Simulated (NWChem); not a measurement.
Species: C$_{2}$H$_{4}$BClO$_{2}$; SMILES C=C(Cl)B(O)O

```xyz
10

C      1.8669     0.4821    -0.0018
C      0.5433     0.3207    -0.0005
Cl    -0.5083     1.7653     0.0002
B     -0.2084    -1.0638     0.0000
O      0.5611    -2.1907     0.0020
O     -1.5678    -1.1707    -0.0017
H      2.3530     1.4531    -0.0024
H      2.4968    -0.4031    -0.0023
H      0.0060    -2.9856     0.0018
H     -2.0002    -0.3024    -0.0028
```
Atoms are numbered in this order, from 1.

Computed with NWChem. Coordinates come from a B3LYP/6-31G* (spherical d) optimisation. GIAO values for the isolated, static molecule; σ is the absolute isotropic shielding, δ = σ(reference) − σ with the isolated reference molecule computed at the same levels (13C: tetramethylsilane, 1H: tetramethylsilane, 17O: water).

Problem. Estimate the computed values for KT2/pcSseg-1. Quantities: δ C1 (ppm); δ C2 (ppm); σ Cl3 (ppm); δ O5 (ppm); δ H8 (ppm); δ H9 (ppm); δ H10 (ppm).

Solution. 
| Quantity | Result |
|---|---|
| δ C1 (ppm) | 126.8 |
| δ C2 (ppm) | 143.4 |
| σ Cl3 (ppm) | 700.1 |
| δ O5 (ppm) | 102.2 |
| δ H8 (ppm) | 6.35 |
| δ H9 (ppm) | 3.92 |
| δ H10 (ppm) | 5.13 |
